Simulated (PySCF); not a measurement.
In (indium, neutral) across methods

[Kr] 4d10 5s1 5p2, high-spin 4P determinant (an excited configuration). Computed with PySCF 2.14 in x2c-TZVPPall with one added diffuse shell each of s, p, d, f type (9s7p5d3f, 76 functions), with the spin-free X2C one-electron Hamiltonian (Gaussian nucleus).

| method | E (hartree) | mean ε 4d β (eV) | mean ε 5s α (eV) | mean ε 5p α (eV) | Σ⟨r²⟩ (bohr²) | ⟨S²⟩ |
| --- | --- | --- | --- | --- | --- | --- |
| PBE | -5880.32 | -19.713 | -9.740 | -3.723 | 61.92 | 3.752 |
| PBE0 | -5880.41 | -22.141 | -11.007 | -4.568 | 61.52 | 3.752 |
| UHF | -5878.13391 | -28.529 | -14.208 | -6.754 | 62.32 | 3.754 |
| wB97X | -5880.93 | -24.758 | -13.330 | -6.316 | 61.75 | 3.751 |
| LDA | -5874.90 | -19.894 | -9.978 | -3.810 | 61.70 | 3.751 |
| TPSS | -5880.49 | -19.709 | -9.762 | -3.725 | 61.63 | 3.752 |
| wB97M-V | -5880.35 | -24.721 | -13.435 | -6.398 | 61.56 | 3.752 |
| r2SCAN | -5880.77 | -20.205 | -10.174 | -3.972 | 61.20 | 3.753 |
| M06-2X | -5881.24 | -24.596 | -12.091 | -5.297 | 60.93 | 3.751 |
